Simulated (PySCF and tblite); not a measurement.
The numbers below are computed, except where a source is named.
System: C6H10N2, numbered as in [CH3:1][CH2:2][CH2:3][c:4]1[cH:5][n:6][nH:7][cH:8]1.

Motion: shift of H on N7 from N7 to N6. GFN2-xTB gives an electronic barrier of 45.7 kcal/mol and a reaction energy of 0.0 kcal/mol.

Tunnelling of the moving H, left out here, will speed the real process. In real samples such hydrogens mostly exchange between molecules or through solvent, far faster than by this path.

Task: What does PBE0/pcSseg-1 + D3(BJ) give on PBE0-D3(BJ)/def2-SVP geometries?

Result: A barrier of 50.1 kcal/mol, 4.4 above the tight-binding barrier (from unrounded values), a reaction energy of 0.2 kcal/mol and, with GFN2-xTB thermal terms, ΔG‡(298 K) = 46.1 kcal/mol and k = 1.1×10⁻²¹ s⁻¹ (1 equivalent path).

Task: And the level of the geometries itself, PBE0-D3(BJ)/def2-SVP?

Result: 51.2 kcal/mol.

Programs: tblite and PySCF.
